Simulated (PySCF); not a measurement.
## Correlation energy of Sn (tin, neutral)

[Kr] 4d10 5s2 5p1 5d1, one real determinant (an excited configuration). Calculation: PySCF 2.14, in aug-cc-pVTZ-DK3 (8s7p5d2f, 68 functions); scalar relativity by spin-free X2C-1e. Frozen: [Kr] 4d10; 4 electrons correlated.

MP2 pair energies summed by pair of shells (mhartree):

```
 pair  energy  share (%)
5s-5s  -18.02       43.1
5s-5p  -13.84       33.1
5s-5d   -7.75       18.5
5p-5d   -2.19        5.2
```

Total MP2 correlation energy: -41.80 mhartree.

Same-spin part -6.63 and opposite-spin part -35.16 mhartree; SCS-MP2 scales them by 1/3 and 6/5 to -44.41 mhartree.

The reference is one real determinant that mixes LS terms of this configuration.
